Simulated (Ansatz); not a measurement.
A search over several starts for the lowest SCF solution of BMe3 (C₃H₉B) at the given spin, in a small basis.

```yaml
crystal:
  periodic: [false, false, false]
  atoms:
    - {symbol: B, position_ang: [-0.000034, -0.000039, -0.004060]}
    - {symbol: C, position_ang: [1.574854, -0.039945, -0.017350]}
    - {symbol: H, position_ang: [1.961799, 0.511416, 0.860509]}
    - {symbol: H, position_ang: [1.954988, 0.526692, -0.887793]}
    - {symbol: H, position_ang: [2.029736, -1.042547, -0.025936]}
    - {symbol: C, position_ang: [-0.752989, 1.383889, -0.001940]}
    - {symbol: H, position_ang: [-1.410170, 1.443022, 0.886217]}
    - {symbol: H, position_ang: [-1.447376, 1.430241, -0.861715]}
    - {symbol: H, position_ang: [-0.112375, 2.279130, -0.021064]}
    - {symbol: C, position_ang: [-0.821883, -1.343971, 0.015609]}
    - {symbol: H, position_ang: [-1.917504, -1.236579, 0.034792]}
    - {symbol: H, position_ang: [-0.513797, -1.954175, 0.885463]}
    - {symbol: H, position_ang: [-0.545259, -1.957135, -0.862722]}
basis:
  gaussian: {orbitals: def2-SVP, initial_orbitals: start.molden}
hamiltonian: {xc: pbe0, dispersion: d4}
output: {orbitals: {seedname: orbitals}}
```

The file start.molden holds the orbitals of an earlier run on this structure, at another level or in another basis.

```sh
$ ansatz run in.yaml --threads 4 --pin off --events-out ev --progress --plain --max-ram 3916MiB
```

It prints (some lines left out):

```
Functional definition: PBE0
1150 factors; their error is unknown
mean field evaluation 1: about -3926.8651 eV, gradient 2.9e0 eV
mean field evaluation 2: about -3926.8872 eV, gradient 1.6e-2 eV
mean field evaluation 4: about -3926.8760 eV, gradient 4.3e-5 eV
mean field evaluation 8: about -3926.8649 eV, gradient 2.7e0 eV
mean field evaluation 16: about -3926.8760 eV, gradient 1.6e-4 eV
mean field -3926.87597657 eV, -144.3100304070 hartree, gradient 5.2e-5 eV, S^2 0.000000; 1 other end points of the search recorded, 0 dependent functions left out
reference -3926.87600302 eV, -144.3100313790 hartree; 16, 16 occupied and 85, 85 virtual orbitals, 1150 factors
Total energy: -3927.04366090 eV, -144.3161926922 hartree
```

It took 2.3 s on 4 threads of Arm Neoverse V1 on a shared host.
